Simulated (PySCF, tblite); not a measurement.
Isomers of C7H8ClO (doublet state), one GFN2-xTB conformer each. Single-point energies are computed at B3LYP/pcH-1 (PySCF, gas phase, no added dispersion term), electronic only. GFN2-xTB treats the open shell by occupation alone, and not every SCF solution was tested for stability.

```tsv
SMILES	GFN2-xTB relative energy (kJ/mol)
C=[C][C@@H](C)[C@@H]1O/C1=C/Cl	35.2
C=C[C@@H](C)[C]1O/C1=C/Cl	0.0
```

Conformers: `[CH2:1]=[C:2][C@@H:3]([CH3:4])[C@@H:5]1[O:6]/[C:7]1=[CH:8]/[Cl:9]` (doublet state) with C1–C2–C3–C4 -130°, C2–C3–C5–O6 153°; `[CH2:1]=[CH:2][C@@H:3]([CH3:4])[C:5]1[O:6]/[C:7]1=[CH:8]/[Cl:9]` (doublet state) with C1–C2–C3–C4 136°, C2–C3–C5–O6 63°.

What does B3LYP/pcH-1 give for the same structures?

| SMILES | B3LYP/pcH-1 E (Eh) | B3LYP/pcH-1 (kJ/mol) | GFN2-xTB (kJ/mol) | point group |
| --- | --- | --- | --- | --- |
| C=C[C@@H](C)[C]1O/C1=C/Cl | -806.84233 | 0.0 | 0.0 | C1 |
| C=[C][C@@H](C)[C@@H]1O/C1=C/Cl | -806.83115 | 29.4 | 35.2 | C1 |

Both levels put the same isomer lowest. 

What happens when harmonic zero-point energies from GFN2-xTB frequencies are added?

```tsv
SMILES	ZPE (kJ/mol)	electronic (kJ/mol)	with ZPE (kJ/mol)
C=C[C@@H](C)[C]1O/C1=C/Cl	330.0	0.0	0.0
C=[C][C@@H](C)[C@@H]1O/C1=C/Cl	328.0	29.4	27.3
```

The zero-point energies span 2.0 kJ/mol. The order is unchanged.
